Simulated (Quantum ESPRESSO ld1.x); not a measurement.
The iodine ion I11+, 42 electrons, occupied as [Kr] 4d6 (the NIST ground configuration). Calculated with ld1.x of Quantum ESPRESSO 7.5: scalar-relativistic Kohn-Sham, LDA (Slater exchange, Perdew-Zunger correlation), spin-polarised, spherical densities, point nucleus; open shells are filled with parallel spins first. Some entries of the table are withheld. Estimate them.

orbital,occ.,eigenvalue (hartree),<1/r> (bohr^-1),<r^2> (bohr^2)
1s up,1,-1218.71,56.78,0.001006
1s down,1,-1218.71,56.78,0.001006
2s up,1,-195.010,13.01,0.01621
2s down,1,-194.950,13.01,0.01621
2p up,3,-175.934,12.45,0.01283
2p down,3,-175.885,12.45,0.01282
3s up,1,-45.4355,4.670,0.1127
3s down,1,-45.3947,4.671,0.1126
3p up,3,-39.2558,4.444,0.1127
3p down,3,-39.2120,4.445,0.1126
3d up,5,-30.0039,4.211,0.09791
3d down,5,-29.9469,4.212,0.09776
4s up,1,(1),1.956,0.5788
4s down,1,(2),1.956,0.5792
4p up,3,-11.8483,1.817,0.6461
4p down,3,-11.6725,1.816,0.6477
4d up,5,-8.84137,1.603,(3)
4d down,1,-8.67072,1.598,(4)

Answer. 
(1) 4s up eigenvalue (hartree): -13.8694
(2) 4s down eigenvalue (hartree): -13.6926
(3) 4d up <r^2> (bohr^2): 0.7760
(4) 4d down <r^2> (bohr^2): 0.7821
